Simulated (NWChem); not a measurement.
System: CdSiH4S; SMILES [SH][Cd][SiH3]

```xyz
7

Cd    -0.0148     0.0455     0.0000
S     -0.0406     2.4162     0.0000
H      1.3088     2.5107     0.0001
Si     0.0017    -2.4552     0.0000
H     -0.6630    -3.0041    -1.2242
H     -0.7129    -3.0042     1.1956
H      1.4058    -2.9752     0.0289
```
Atoms are numbered in this order, from 1.

Structure relaxed at the PBE0/def2-SVP level. No frequency run checked for a minimum. def2 effective core potentials on Cd; no spin-orbit coupling.

### Question
List the 4 lowest vertical singlet excitations from CAM-B3LYP/def2-SVPD with def2 effective core potentials on Cd, TDA (NWChem).

### Answer
```csv
state,energy (eV),oscillator strength,leading excitation (squared amplitude)
S1,4.92,0.003,HOMO → LUMO (0.94)
S2,5.12,0.028,HOMO → LUMO+2 (0.89)
S3,5.26,0.019,HOMO−1 → LUMO (0.91)
S4,5.44,0.007,HOMO → LUMO+1 (0.73)
```
